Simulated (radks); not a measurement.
Species: Cr+. Configuration: [Ar] 3d3 4s1 4p1 (not the ground configuration).

Calculated with a radial shooting solver on a logarithmic mesh with Libxc functionals: scalar-relativistic Kohn-Sham, SCAN, spin-unpolarised, spherical densities, finite nucleus; meta-GGA in the generalised Kohn-Sham scheme; Fermi nuclear charge, rms radius 3.6452 fm.

Energy parts (eV):
part                      energy
total                 -28577.215
kinetic                28868.688
electron-nucleus      -67764.516
Hartree                11631.234
exchange-correlation   -1312.621

Orbitals (lengths in bohr, moments of r in powers of bohr; <r^-3> diverges for s and p1/2):
orbital,occ.,eigenvalue (eV),<1/r>,<r^-3>
1s,2,-5923.384,23.88,-
2s,2,-696.9792,5.070,-
2p,6,-587.6963,4.955,362.4
3s,2,-96.3864,1.584,-
3p,6,-66.1269,1.454,44.49
3d,3,-20.0051,1.132,3.753
4s,1,-13.8437,0.4685,-
4p,1,-8.7511,0.3862,3.276

The highest occupied level is 4p at -8.751 eV. The electron density at the nucleus is 1.15e+04 e/bohr^3 (large components only). Summed over all electrons, <r^2> = 35.16 bohr^2, which gives a Langevin (diamagnetic) susceptibility term of -27.8 x 10^-6 cm^3/mol. The density falls to 0.001 e/bohr^3 at r = 4.47 bohr.
